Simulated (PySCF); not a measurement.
A structure optimised at ωB97X-D3(BJ)/def2-SVP, used in a PySCF frequency run:

```
Si
O 1 1.6764
C 2 1.4038 1 123.27
H 3 1.1017 2 108.95 1 -179.68
H 3 1.1068 4 107.83 2 121.91
H 3 1.1071 4 107.81 5 116.22
H 1 1.4902 2 104.62 3 179.24
C 1 1.8767 7 110.59 2 -119.39
H 8 1.1017 1 110.97 7 60.25
H 8 1.1023 9 108.12 1 -122.57
H 8 1.1026 9 107.97 10 -116.16
C 1 1.8810 7 110.22 2 117.90
H 12 1.1052 1 108.20 7 61.91
H 12 1.1053 13 105.50 1 -116.06
C 12 1.5338 13 110.67 14 -119.54
H 15 1.1019 12 111.12 13 -179.64
H 15 1.1020 16 107.82 12 123.21
H 15 1.1024 16 106.89 17 115.38
```

### Question
Write its SMILES and formula.

### Answer
CC[Si@H](C)OC, C4H12OSi

### Question
What are its rotational constants (standard atomic weights)?

### Answer
3.0318, 2.2499, 1.5443 GHz
